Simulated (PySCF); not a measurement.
Stepwise substitution at one centre (In NH2-SH). Isolated molecules, 0 K electronic values unless said otherwise. One relaxed conformer stands for each flexible species; it need not be the lowest. Strings in code marks are SMILES.

These are B3LYP-D3(BJ)/def2-TZVP (PySCF) values and carry that method's errors. All candidates: neutral, multiplicity 1. B3LYP has the VWN-RPA correlation part, as in Gaussian. Excitations are Tamm–Dancoff values on a coarser integration grid. The basis has no diffuse functions, so Rydberg states are missing or too high.

| Property | Result |
|---|---|
| S1 excitation (TDA) | 4.48 eV |
| HOMO–LUMO gap | 5.48 eV |
| LUMO | -1.39 eV |

### Question
Say which member has these values.
A. `[SH][In]([SH])[SH]`
B. `[NH2][In]([SH])[SH]`
C. `[NH2][In]([NH2])[NH2]`
D. `[NH2][In]([NH2])[SH]`

### Answer
D, `[NH2][In]([NH2])[SH]`. The others give `[NH2][In]([SH])[SH]`: 4.32 eV, 5.33 eV, -1.79 eV; `[NH2][In]([NH2])[NH2]`: 4.57 eV, 5.46 eV, -1.07 eV; `[SH][In]([SH])[SH]`: 4.16 eV, 5.18 eV, -2.16 eV
